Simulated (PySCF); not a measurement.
**Excitation energy of P by level of theory**

P [Ne] 3s2 3p3 (4S) → P [Ne] 3s1 3p4 (4P), as a difference of total energies. Calculation: PySCF 2.14, in x2c-TZVPPall (5s5p3d1f, 42 functions); the spin-free X2C one-electron Hamiltonian (Gaussian nucleus). Correlated levels: valence: [Ne] frozen; valence and next inner shell: 1s2 frozen. The calculations carry no spin-orbit coupling.

Question: Order these methods by the excitation energy they give, lowest first.
A. wB97X-V
B. MP2 (valence and next inner shell)
C. ROHF
D. PBE

Answer: D (7.997 eV), C (8.154 eV), B (8.211 eV), A (8.317 eV).

Errors of the correlated levels include the incompleteness of this basis and the frozen core.

For comparison: 7.395 eV (measured; NIST levels, between the centres of gravity of the two terms).
